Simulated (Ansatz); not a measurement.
The cluster Au4F3: single points at one geometry.

```yaml
crystal:
  periodic: [false, false, false]
  atoms:
    - {symbol: Au, position_ang: [1.066493, -0.824778, -1.362246]}
    - {symbol: Au, position_ang: [0.149070, 1.776587, -1.268757]}
    - {symbol: Au, position_ang: [-1.107756, 1.607065, 0.987364]}
    - {symbol: Au, position_ang: [-0.538206, -1.040439, 1.517102]}
    - {symbol: F, position_ang: [0.601170, -2.122368, 0.176144]}
    - {symbol: F, position_ang: [1.466514, 0.510629, -2.809382]}
    - {symbol: F, position_ang: [-1.637286, 0.093314, 2.759773]}
basis:
  gaussian: {orbitals: def2-SVP, initial_orbitals: start.molden}
magnetization: {spin_polarized: true, initial_magnetization: 1}
hamiltonian: {xc: pbe, dispersion: d4}
scf: {omitted_lower_state_checks: [starts]}
output: {orbitals: {seedname: orbitals}}
```

The file start.molden holds the orbitals of an earlier run on this structure, at another level or in another basis.

```sh
$ ansatz run in.yaml --threads 4 --pin off --events-out ev --progress --plain --max-ram 4787MiB
```

It prints (some lines left out):

```
Functional definition: PBE
1724 factors; their error is unknown
mean field evaluation 1: about -22915.5663 eV, gradient 1.3e1 eV
mean field evaluation 2: about -22916.2561 eV, gradient 8.9e-1 eV
mean field evaluation 4: about -22916.2229 eV, gradient 7.6e-2 eV
mean field evaluation 8: about -22916.2230 eV, gradient 2.5e-5 eV
mean field -22916.22299539 eV, -842.1556619066 hartree, gradient 2.5e-5 eV, S^2 0.752550; 0 other end points of the search recorded, 0 dependent functions left out
reference -22916.22304914 eV, -842.1556638820 hartree; 52, 51 occupied and 118, 119 virtual orbitals, 1724 factors
Total energy: -22916.59179067 eV, -842.1692148833 hartree
Checks for a lower state left out: starts
```

Hardware: 4 threads of Intel Xeon 6975P-C on a shared host. Wall time 2.6 s.

The first input with `gaussian: {orbitals: def2-TZVP, initial_orbitals: start.molden}`, `hamiltonian: {xc: hf}` (abridged; 6.5 s):

```
Functional definition: HF
mean field -22793.14491272 eV, -837.6326257941 hartree, gradient 7.8e-5 eV, S^2 0.801495
Total energy: -22793.14491272 eV, -837.6326257941 hartree
Checks for a lower state left out: starts
```

As the first input, with `gaussian: {orbitals: def2-TZVP, initial_orbitals: start.molden}`, `hamiltonian: {xc: {name: r2SCAN0}, dispersion: d4}` (abridged; 16 s):

```
Functional definition: r2SCAN0
mean field -22924.94106167 eV, -842.4760449332 hartree, gradient 2.5e-5 eV, S^2 0.775235
Total energy: -22925.04227253 eV, -842.4797643638 hartree
Checks for a lower state left out: starts
```

Geometry: PBE-D4/def2-SVP.

In the def2 sets Au takes a core potential; there is no spin–orbit coupling. No other spin state of charge 0 was run. The structure comes from a short search, and lower isomers may exist.
